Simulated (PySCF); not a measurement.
Ge(H)(F)(NH2)2 (FGeH5N2), SMILES [NH2][GeH]([NH2])[F].

Coordinates come from a PBE0-D3(BJ)/def2-SVP optimisation. The structure was generated by enumeration, and PubChem lists no compound with its InChIKey, so it may never have been made. Other conformers were not sampled.

Calculation: PBE0-D3(BJ)/def2-SVP (PySCF).

Frequencies are harmonic and unscaled.

Computed normal modes with their intensities:
| mode | ν (cm⁻¹) | IR (km/mol) | Raman (Å⁴/amu) | depolarisation | moving atoms (share of kinetic energy) |
|---|---|---|---|---|---|
| 1 | 139 | 11.0 | 0.8 | 0.73 | H 79 %, N 9 % |
| 2 | 205 | 4.2 | 1.9 | 0.70 | N 41 %, H 34 %, F 16 %, Ge 9 % |
| 3 | 222 | 28.9 | 1.7 | 0.75 | H 39 %, F 27 %, N 24 %, Ge 10 % |
| 4 | 262 | 9.1 | 1.4 | 0.75 | F 28 %, Ge 26 %, N 26 %, H 20 % |
| 5 | 326 | 16.0 | 1.2 | 0.73 | H 76 %, N 21 % |
| 6 | 488 | 216.1 | 2.5 | 0.10 | H 76 %, N 22 % |
| 7 | 493 | 206.7 | 2.0 | 0.10 | H 70 %, N 28 % |
| 8 | 695 | 76.4 | 6.8 | 0.06 | F 72 %, Ge 16 %, N 9 % |
| 9 | 700 | 75.0 | 15.0 | 0.64 | H 92 % |
| 10 | 729 | 47.3 | 7.4 | 0.12 | N 62 %, H 18 %, Ge 17 % |
| 11 | 745 | 51.7 | 7.3 | 0.75 | N 47 %, H 36 %, Ge 16 % |
| 12 | 771 | 39.2 | 10.6 | 0.70 | H 72 %, N 17 % |
| 13 | 887 | 49.3 | 1.0 | 0.71 | H 85 %, N 12 % |
| 14 | 898 | 46.1 | 4.5 | 0.73 | H 84 %, N 14 % |
| 15 | 1536 | 64.1 | 1.5 | 0.73 | H 90 %, N 10 % |
| 16 | 1541 | 4.6 | 6.1 | 0.75 | H 91 %, N 9 % |
| 17 | 2173 | 147.2 | 160.5 | 0.20 | H 99 % |
| 18 | 3592 | 36.9 | 64.1 | 0.25 | H 96 % |
| 19 | 3592 | 14.5 | 170.5 | 0.06 | H 96 % |
| 20 | 3696 | 30.0 | 74.2 | 0.75 | H 91 %, N 9 % |
| 21 | 3699 | 35.5 | 64.8 | 0.74 | H 91 %, N 9 % |
